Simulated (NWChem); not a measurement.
System: C3H5O2, doublet; SMILES CCO[C]=O

The following NWChem deck was run.

```
start job
memory heap 200 mb stack 900 mb global 1100 mb
geometry units angstroms noautoz
  C     -0.695887    -1.637324     0.297826
  C      0.374377    -0.929095    -0.506839
  O      0.976635     0.180210     0.264835
  C      0.313585     1.318998     0.279732
  O     -0.719443     1.634735    -0.247183
  H     -1.546780    -0.960125     0.507558
  H     -0.290920    -2.012567     1.258193
  H     -1.083809    -2.503689    -0.276012
  H      1.232813    -1.587425    -0.737989
  H     -0.029411    -0.503110    -1.447907
end
basis spherical
  * library 6-31+g*
end
dft
  odft
  mult 2
  xc xpbe96 cpbe96
  iterations 150
end
tddft
  cis
  nroots 6
end
task tddft energy
```

All runs use the structure optimised with PBE-D3(BJ)/def2-SVP, spin-unrestricted. No frequency run checked for a minimum. No stability test was run on the SCF state.

Vertical excitations in the gas phase. Excited states of an open shell can be spin-contaminated.

Problem. Predict the main results of this run. (PBE/6-31+G* (spherical d), spin-unrestricted, TDA.) Quantities: lowest excitation (eV); oscillator strength of that lowest state; lowest empty minus highest occupied level, either spin (eV).

Solution. 
- lowest excitation (eV) = 4.10
- oscillator strength of that lowest state = 0.007
- lowest empty minus highest occupied level, either spin (eV) = 1.72
